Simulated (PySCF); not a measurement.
Species: C9H5F3O.
Atom-mapped SMILES: `[CH:1]#[C:2][c:3]1[cH:4][cH:5][c:6]([O:7][C:8]([F:9])([F:10])[F:11])[cH:12][cH:13]1` (hydrogens: H14 on C1; H15 on C4; H16 on C5; H17 on C12; H18 on C13)

The calculation used PySCF 2.14.0, PBE0-D3(BJ)/def2-SVP geometry optimisation, gas phase.

(1) List the bond lengths, angles and torsions at this level.

Answers

(1) 
| bond | length (pm) |
| --- | --- |
| C1≡C2 | 121.3 |
| C2–C3 | 142.8 |
| C3–C4, C3–C13 | 140.4 |
| C4–C5, C12–C13 | 138.9 |
| C5–C6, C6–C12 | 139.4 |
| C6–O7 | 137.7 |
| O7–C8 | 134.6 |
| C8–F9, C8–F11 | 133.2 |
| C8–F10 | 131.7 |
| C1–H14 | 107.4 |
| C4–H15, C13–H18 | 109.1 |
| C5–H16, C12–H17 | 109.0 |

Bonds in one row agree within 1 pm and their mean is given. A selection of angles:
| angle | degrees |
| --- | --- |
| C1–C2–C3 | 179.9 |
| C2–C3–C4 | 120.8 |
| C4–C3–C13 | 118.5 |
| C3–C4–C5 | 120.6 |
| C4–C5–C6 | 119.9 |
| C5–C6–O7 | 114.6 |
| C5–C6–C12 | 120.7 |
| O7–C6–C12 | 124.7 |
| C6–O7–C8 | 122.3 |
| O7–C8–F9 | 112.3 |
| O7–C8–F10 | 107.4 |
| F9–C8–F10 | 108.6 |
| F9–C8–F11 | 107.4 |

Torsions: C5–C6–O7–C8 -177° (antiperiplanar); C6–O7–C8–F9 -62° (synclinal). The mirror-image conformer, all signs reversed, is as good.

The 8 C–C bonds span 1.213 Å (C1≡C2, drawn triple) to 1.428 Å (C2–C3, drawn single), a spread of 0.215 Å. The 6-membered ring C3–C4–C5–C6–C12–C13 has internal angles of 118.5° to 121.3°; it is planar, 0.00 Å rms from its mean plane, widest ring torsion 0°. Of the pairs four or more bonds apart, F9···H17 is among the closest relative to their van der Waals radii: 2.44 Å, 91 % of the sum of Bondi's values. The 2 C–O bonds span 1.346 Å (O7–C8, drawn single) to 1.377 Å (C6–O7, drawn single), a spread of 0.031 Å.

Point group: near Cs, missed by 0.12 Å at most; the miss may be what the optimiser left on a soft mode. PBE0-D3(BJ)/def2-SVP frequencies: not computed here. One conformer, not necessarily the lowest.
